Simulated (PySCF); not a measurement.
Species: C5H4O3S.
SMILES: `O=C(O)c1ccc(S)o1`

Torsions of this conformer, `[O:1]=[C:2]([OH:3])[c:4]1[cH:5][cH:6][c:7]([SH:8])[o:9]1`: O1–C2–C4–C5 0°, H–O3–C2–O1 0°, H–S8–C7–C6 180°.

The closed-shell ground state was solved at several levels (PySCF, density fitting, gas phase, non-relativistic). Geometry: GFN2-xTB, one conformer, isolated molecule.

| level | basis functions | HOMO (eV) | LUMO (eV) | gap (eV) | dipole (D) |
| --- | --- | --- | --- | --- | --- |
| PBE0/def2-SVPD | 228 | -6.58 | -1.52 | 5.06 | 2.02 |
| PBE0/pcSseg-1 | 180 | -6.54 | -1.35 | 5.19 | 1.94 |

Problem. Estimate the row for CAM-B3LYP/def2-SVPD, a basis of 228 functions; the other rows only guide the guess.

Solution. HOMO -7.76 eV, LUMO -0.46 eV, gap 7.30 eV, dipole 1.94 D.

Problem. Over all these levels, which gives the widest orbital gap and which the narrowest?

Solution. CAM-B3LYP/def2-SVPD (range-separated hybrid) has the widest, 7.30 eV, and PBE0/def2-SVPD (global hybrid, 25 % exact exchange) the narrowest, 5.06 eV. The two share the basis. From the narrowest to the widest the HOMO moves by -1.18 eV and the LUMO by +1.06 eV.

Problem. How far do the dipole and the HOMO energy spread over the levels?

Solution. The dipole runs from 1.94 to 2.02 D (mean 1.97 D) and the HOMO from -7.76 to -6.54 eV.
